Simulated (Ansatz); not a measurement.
Program: Ansatz. Geometries: PBE0-D4/def2-TZVP. ΔE: electronic, gas phase. CBS: MP2 limit from def2 TZ/QZ plus the TZ coupled-cluster correction, frozen cores. This one scheme is used for every species. DFT in def2-TZVPP. B3LYP here is the variant with VWN-RPA as its local correlation; programs differ in this. One conformer a species, not always the lowest.

Consider the formal exchange of groups at a C–O bond: `CO[SiH2]SC` + `CO[SiH2]S` → `CO[SiH](C)S` + `CS[SiH2]O`.

`CO[SiH2]SC`:

Z-matrix (Å, degrees):
```
C
O 1 1.411
H 1 1.091 2 108.1
H 1 1.095 2 111.3 3 119.6
H 1 1.096 2 111.3 3 -119.2
Si 2 1.640 1 123.0 3 -177.4
S 6 2.121 2 113.3 1 60.5
H 6 1.487 2 111.6 1 -56.7
H 6 1.481 2 104.2 1 -178.7
C 7 1.818 6 99.4 2 64.5
H 10 1.089 7 111.1 6 -61.5
H 10 1.089 7 106.9 6 179.6
H 10 1.090 7 110.8 6 60.9
```

`CO[SiH2]S`:

Cartesian coordinates in Å:
```
C -0.040 0.533 -1.590
O -0.550 0.409 -0.281
Si 0.054 -0.660 0.804
S -0.791 -0.301 2.714
H -0.486 1.418 -2.046
H 1.050 0.653 -1.591
H -0.295 -0.339 -2.201
H 1.535 -0.525 0.831
H -0.322 -2.058 0.472
H -0.154 0.870 2.888
```

`CO[SiH](C)S`:

Cartesian coordinates in Å:
```
C 1.116 -0.993 1.530
O 0.086 -0.920 0.574
Si -0.324 0.456 -0.217
C -1.643 -0.001 -1.431
S 1.327 1.304 -1.297
H 0.944 -0.299 2.361
H 1.142 -2.009 1.929
H 2.089 -0.769 1.080
H -0.750 1.483 0.773
H -2.038 0.889 -1.925
H -1.244 -0.672 -2.195
H -2.462 -0.513 -0.922
H 1.760 2.042 -0.262
```

`CS[SiH2]O`:

Z-matrix (Å, degrees):
```
C
S 1 1.818
H 1 1.089 2 111.0
H 1 1.090 2 110.8 3 -122.4
H 1 1.089 2 106.9 3 118.9
Si 2 2.119 1 99.7 3 59.8
O 6 1.646 2 113.6 1 -63.8
H 6 1.485 2 104.1 1 173.6
H 6 1.481 2 110.9 1 52.7
H 7 0.959 6 116.7 2 -56.8
```

```csv
level,ΔE (kcal/mol)
r2SCAN-D4,-27.2
ωB97X-V,-25.3
ωB97M-V,-26.7
r2SCAN,-27.1
B3LYP,-24.6
MP2/def2-TZVPP,-27.8
CCSD(T)/def2-TZVPP,-26.1
HF/def2-QZVPP,-22.5
```

Q: What does CCSD(T)/CBS give? (Best estimate.)

A: Computed: -27.0 kcal/mol. The listed levels differ from it by -0.2, 1.7, 0.3, -0.1, 2.4, -0.8, 0.9, 4.5 kcal/mol.

Largest T1 diagnostic among the species: 0.011.

In def2-TZVPP, CCSD(T) changes the Hartree–Fock value by −3.5 kcal/mol (the triples alone add −0.3 kcal/mol) and MP2 by −5.2 kcal/mol.
